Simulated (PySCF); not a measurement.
C4H10Se.
Geometry (PBE0-D3(BJ)/def2-SVP, Å), atoms numbered from 1 in this order:
```
atom  x, y, z in Å
C1    -2.031    0.142   -0.142
C2    -0.739   -0.579   -0.492
C3     0.469   -0.194    0.355
C4     1.686   -1.040    0.034
Se5    0.842    1.730    0.075
H6    -1.948    1.230   -0.290
H7    -2.863   -0.214   -0.767
H8    -2.307   -0.023    0.912
H9    -0.491   -0.424   -1.556
H10   -0.883   -1.667   -0.370
H11    0.207   -0.301    1.420
H12    1.458   -2.107    0.200
H13    2.547   -0.780    0.667
H14    1.988   -0.913   -1.017
H15    2.116    1.708    0.807
```

Linear response at wB97X-D/def2-SVPD (PySCF, frozen core in the response, non-relativistic). Relativistic effects, spin–orbit coupling among them, are left out although an element past zinc is present.

Static isotropic polarisability: 79.56 au (11.79 Å³), principal values 68.7, 81.6, 88.4 au.

(1) What is the polarisability at 1064 nm and at the sodium D line?

(2) What is the isotropic C6 coefficient between two such molecules, C6 = (3/π)∫α(iω)² dω?

(3) Which effective excitation energy ω̄ makes London's formula C6 = (3/4)α²ω̄ exact here?

(4) How many electrons N does the Slater–Kirkwood formula C6 = (3/4)·√N·α^(3/2) need to give this C6?

(5) What three-body coefficient follows from the one-pole estimate C9 = (3/4)·α·C6?

(6) What molar refraction at the D line follows from R = (4π/3)·N_A·α′, with α′ the polarisability volume?

(7) How anisotropic is the static polarisability, by Δα² = ½[(α1 − α2)² + (α2 − α3)² + (α3 − α1)²]?

(8) What n − 1 at the D line would an ideal gas of it have at 273.15 K and 1 atm (2.6868 × 10¹⁹ cm⁻³), by n − 1 = 2π·N·α′?

(9) What does −C6/R⁶ come to at R = 12 Å between centres?

Results:

(1) 80.28 au at 1064 nm (+0.9 %), 81.99 au at 589.3 nm (+3.0 %). The rise at 589.3 nm is 3.38 times that at 1064 nm; a pure ω² law gives 3.26. The lowest singlet lies at 253 nm, shorter than both wavelengths.

(2) 2481 au (Eh·bohr⁶) by a ten-point quadrature over imaginary frequencies, which is 1480 eV·Å⁶ or 143 J·nm⁶/mol.

(3) ω̄ = 4·C6/(3α²) = 0.523 Eh = 14.2 eV. A one-pole form α(ω) = α/(1 − ω²/ω̄²) fitted to the 1064 nm value gives 12.3 eV.

(4) N = (4·C6/3)²/α³ = 21.7; the species has 68 electrons in all.

(5) 148000 au. This is an estimate from the two numbers above, not a computed integral.

(6) α′ = 12.15 Å³ gives R = 30.65 cm³/mol, for isolated, non-vibrating species.

(7) Δα = 17.4 au, or 0.22 of the isotropic value.

(8) 20.51 × 10⁻⁴, a formal value whether or not that pressure can be reached.

(9) -48 J/mol. This is the leading, orientation-averaged term; C8 and higher terms are left out.

One conformer stands for the species.

The pairwise dispersion term of wB97X-D wasn't added to the energies; at a given geometry it leaves orbitals and properties as they are.
